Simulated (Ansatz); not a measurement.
`CN([SiH3])[SiH2]Cl` + `CC=N` → `C/C=N\[SiH3]` + `CN[SiH2]Cl` at 298.15 K and 1 bar (ligand exchange at the Si–N bond).

Gas-phase electronic energies from Ansatz, PBE0-D4/def2-TZVP geometries. CCSD(T)/CBS is the MP2 limit (def2-TZVPP, def2-QZVPP) plus CCSD(T) − MP2 in def2-TZVPP, frozen cores. One conformer a species, not always the lowest.

| species | CCSD(T)/CBS energy (Eh) | H − E (kJ/mol) | S (J/(mol·K)) |
| --- | --- | --- | --- |
| `CN([SiH3])[SiH2]Cl` | -1135.59245 | 258.2 | 384.3 |
| `CC=N` | -133.79309 | 193.1 | 262.7 |
| `C/C=N\[SiH3]` | -424.08411 | 237.8 | 319.4 |
| `CN[SiH2]Cl` | -845.29269 | 212.4 | 330.2 |

H − E and S are ideal-gas, rigid-rotor, harmonic terms from PBE0-D4/def2-TZVP, for one conformer and one mirror image of each species. 1 Eh = 2625.50 kJ/mol, R = 8.31446 J/(mol·K).

Q: By hand: ΔE, ΔH, ΔS and ΔG.

A: ΔE = (-424.08411) + (-845.29269) − (-1135.59245) − (-133.79309) = 0.00874 Eh = 22.9 kJ/mol. Δ(H − E) = 237.8 + 212.4 − 258.2 − 193.1 = -1.1, so ΔH = 21.8 kJ/mol. ΔS = 319.4 + 330.2 − 384.3 − 262.7 = 2.6 J/(mol·K). ΔG = 21.8 − 298.15 × (2.6)/1000 = 21.0 kJ/mol.

Q: By hand: the equilibrium constant, and the temperature at which ΔG would vanish if ΔH and ΔS stayed fixed.

A: log₁₀ K = −ΔG/(RT ln 10) = -3.7. ΔG = 0 at ΔH/ΔS = 8385 K, far beyond where these terms or the molecules hold.

The number of gas molecules stays the same, so ΔS is small and ΔH decides. A doubt of 5 kJ/mol in ΔE shifts log₁₀ K by 0.9 here. Other conformers and mirror images would add mixing entropy, several J/(mol·K) or more a flexible species. Modes under 60 cm⁻¹, often nearly free rotors, make the harmonic entropy too high. These are equilibria of isolated gas molecules and say nothing of rates. Largest T1 diagnostic: 0.013 (customary marks: 0.02 for closed shells, 0.045 for open ones).
